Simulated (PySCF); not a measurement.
## Cost of response and excited-state runs on `[H]/N=C(/N=C)C(C)=C=C`, C₆H₈N₂

Geometry:
```tsv
atom	x (Å)	y (Å)	z (Å)
C1	-2.116	2.088	-0.199
C2	-1.361	1.054	-0.019
C3	-0.568	0.025	0.121
C4	-0.925	-1.164	0.969
C5	0.746	0.014	-0.567
N6	1.242	0.939	-1.285
N7	1.403	-1.194	-0.488
C8	2.598	-1.338	-0.148
H9	-2.078	2.945	0.455
H10	-2.832	2.134	-1.005
H11	-0.229	-1.250	1.804
H12	-1.935	-1.066	1.359
H13	-0.852	-2.073	0.375
H14	0.639	1.751	-1.393
H15	3.026	-2.330	-0.194
H16	3.235	-0.526	0.206
```

PySCF with density fitting, on 1 thread of an AMD EPYC 7R43 64-Core, shared host. Command: `OMP_NUM_THREADS=1 python excited_run.py task.json out`

**Question.** How long does this run take, and how much memory?
- first hyperpolarisability, PBE0/aug-cc-pVDZ; wavelengths [1907, 1340] nm

**Answer.** 
| run | level | basis functions | wall time | peak memory (GiB) |
| --- | --- | --- | --- | --- |
| first hyperpolarisability | PBE0/aug-cc-pVDZ | 256 | 60 s | 0.87 |

Times from a shared host are rough.
